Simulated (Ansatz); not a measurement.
`[NH2][Ta](=[S])([Cl])[Cl]` + NH₃ → `[NH2][Ta]([NH2])(=[S])[Cl]` + HCl at 700 K and 1 bar (ligand exchange at a Ta–Cl bond).

Program: Ansatz. Geometries: PBE0-D4/def2-TZVP. ΔE: electronic, gas phase. CBS: MP2 limit from def2 TZ/QZ plus the TZ coupled-cluster correction, frozen cores. This one scheme is used for every species. Elements past krypton have def2 core potentials. For Ta outer-core shells are correlated without core-valence functions, which leaves a few kJ/mol of doubt a bond. One conformer a species, not always the lowest.

| species | CCSD(T)/CBS energy (Eh) | H − E (kJ/mol) | S (J/(mol·K)) |
| --- | --- | --- | --- |
| `[NH2][Ta](=[S])([Cl])[Cl]` | -1430.35946 | 150.4 | 485.7 |
| NH₃ | -56.50880 | 116.9 | 226.5 |
| `[NH2][Ta]([NH2])(=[S])[Cl]` | -1026.46020 | 223.0 | 507.4 |
| HCl | -460.38127 | 38.4 | 211.8 |

H − E and S are ideal-gas, rigid-rotor, harmonic terms from PBE0-D4/def2-TZVP, for one conformer and one mirror image of each species. 1 Eh = 2625.50 kJ/mol, R = 8.31446 J/(mol·K).

Task: By hand: ΔE, ΔH, ΔS and ΔG.

Result: ΔE = (-1026.46020) + (-460.38127) − (-1430.35946) − (-56.50880) = 0.02679 Eh = 70.3 kJ/mol. Δ(H − E) = 223.0 + 38.4 − 150.4 − 116.9 = -5.9, so ΔH = 64.4 kJ/mol. ΔS = 507.4 + 211.8 − 485.7 − 226.5 = 7.0 J/(mol·K). ΔG = 64.4 − 700 × (7.0)/1000 = 59.5 kJ/mol.

Task: By hand: the equilibrium constant, and the temperature at which ΔG would vanish if ΔH and ΔS stayed fixed.

Result: log₁₀ K = −ΔG/(RT ln 10) = -4.4. ΔG = 0 at ΔH/ΔS = 9200 K, far beyond where these terms or the molecules hold.

The number of gas molecules stays the same, so ΔS is small and ΔH decides. A doubt of 5 kJ/mol in ΔE shifts log₁₀ K by 0.4 here. Other conformers and mirror images would add mixing entropy, several J/(mol·K) or more a flexible species. These are equilibria of isolated gas molecules and say nothing of rates. Largest T1 diagnostic: 0.020 (customary marks: 0.02 for closed shells, 0.045 for open ones).
